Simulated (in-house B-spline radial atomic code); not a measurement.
Successive ionisation energies of cadmium; each step leads to the configuration of the next row (after the last: bare). Dirac energy differences include first-order Breit, QED and recoil terms. NIST's values go from ground level to ground level; the uncertainty of those that are theory runs from under 0.1 % in few-electron ions to several per cent in heavy many-electron ones. Computed with an all-electron radial atomic-structure program (B-spline basis): Dirac-Hartree-Fock, jj configuration that fills j = l - 1/2 first, finite nuclei.

A number in brackets counts the electrons of a j subshell.

| ion | configuration | ionisation energy (eV) | tabulated value (eV) | computed minus tabulated (eV) | highest orbital | largest mean radius (bohr) |
| --- | --- | --- | --- | --- | --- | --- |
| Cd33+ | [Ne] 3s2 3p1/2(2) 3p3/2(1) | 2073.0 | 2091 | -18 | 3p3/2 | 0.31912 |
| Cd34+ | [Ne] 3s2 3p1/2(2) | 2190.6 | 2195 | -4 | 3p1/2 | 0.31718 |
| Cd35+ | [Ne] 3s2 3p1/2(1) | 2271.0 | 2250 | 21 | 3p1/2 | 0.31523 |
| Cd36+ | [Ne] 3s2 | 2419.8 | 2427 | -7 | 3s1/2 | 0.3133 |
| Cd37+ | [Ne] 3s1 | 2497.8 | 2498.62 | -1 | 3s1/2 | 0.31118 |
| Cd38+ | [He] 2s2 2p6 | 5831.1 | 5839 | -8 | 2p3/2 | 0.1284 |
| Cd39+ | [He] 2s2 2p1/2(2) 2p3/2(3) | 6038.6 | 6039 | 0 | 2p3/2 | 0.12756 |
| Cd40+ | [He] 2s2 2p1/2(2) 2p3/2(2) | 6249.1 | 6257 | -8 | 2p3/2 | 0.12673 |
| Cd41+ | [He] 2s2 2p1/2(2) 2p3/2(1) | 6462.6 | 6460 | 3 | 2p3/2 | 0.12591 |
| Cd42+ | [He] 2s2 2p1/2(2) | 6878.5 | 6869 | 9 | 2p1/2 | 0.12509 |
| Cd43+ | [He] 2s2 2p1/2(1) | 7115.4 | 7109 | 6 | 2p1/2 | 0.12424 |
| Cd44+ | [He] 2s2 | 7407.3 | 7414 | -7 | 2s1/2 | 0.12341 |
| Cd45+ | [He] 2s1 | 7607.7 | 7607.95 | 0 | 2s1/2 | 0.12264 |
| Cd46+ | 1s2 | 31448.6 | 31451.07 | -2 | 1s1/2 | 0.030182 |
| Cd47+ | 1s1 | 32341.5 | 32341.59 | 0 | 1s1/2 | 0.029932 |

Task: Where is the largest jump?

Result: From Cd45+ to Cd46+, by a factor of 4.13 (7607.7 to 31449 eV); the highest orbital goes from 2s1/2 to 1s1/2.

Task: How far is this level of theory from the measured and semi-empirical values?

Result: Over those 12 rows the differences run from -18 to +21 eV (mean absolute value 7.7 eV). The calculation leaves out correlation and, in open shells, the multiplet splittings that an average leaves out.
